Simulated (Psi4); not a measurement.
F$_{7}$Re (SMILES [F][Re]([F])([F])([F])([F])([F])[F]), singlet, at a GFN2-xTB geometry (such geometries of metal compounds can be far from the true shape) (core potentials on Re). Base run: BLYP/def2-SV(P) run with Psi4.

Geometry (Å):
```xyz
8

Re     0.0000     0.0000     0.0000
F      0.2655     1.8061    -0.2923
F      0.0438    -0.2893    -1.7479
F     -0.0438     0.2893     1.7479
F     -1.6575     0.8003    -0.1740
F      0.8603    -1.6108     0.2882
F     -1.2899    -1.3115     0.1848
F      1.8216     0.3160    -0.0066
```
Charge 0, spin multiplicity 1.
All else is at Psi4's defaults (density fitting).

The base run was repeated with changes; each row names its change, and settings that it needs were set with it.

```json
[
 {"change": "base", "E (Eh)": "-776.64459", "core-seconds (rough)": "8"},
 {"change": "functional = wb97x-v", "E (Eh)": "-776.33475", "core-seconds (rough)": "100"},
 {"change": "functional = m06-2x", "E (Eh)": "-776.19483", "core-seconds (rough)": "20"},
 {"change": "functional = wb97x", "E (Eh)": "-776.47481", "core-seconds (rough)": "10"},
 {"change": "functional = bhhlyp", "E (Eh)": "-776.15422", "core-seconds (rough)": "10"},
 {"change": "functional = pw6b95", "E (Eh)": "-777.35534", "core-seconds (rough)": "20"},
 {"change": "functional = m06", "E (Eh)": "-776.40505", "core-seconds (rough)": "20"},
 {"change": "functional = hf (with energy('scf'))", "E (Eh)": "-772.80276", "core-seconds (rough)": "5"},
 {"change": "functional = svwn", "E (Eh)": "-773.78104", "core-seconds (rough)": "8"},
 {"change": "functional = wb97m-v", "E (Eh)": "-776.34327", "core-seconds (rough)": "100"},
 {"change": "functional = r2scan", "E (Eh)": "-776.44534", "core-seconds (rough)": "20"},
 {"change": "functional = b97m-v", "E (Eh)": "-776.39302", "core-seconds (rough)": "200"},
 {"change": "functional = x3lyp", "E (Eh)": "-776.42129", "core-seconds (rough)": "10"}
]
```

Absolute energies of different levels of theory aren't comparable as measures of quality.
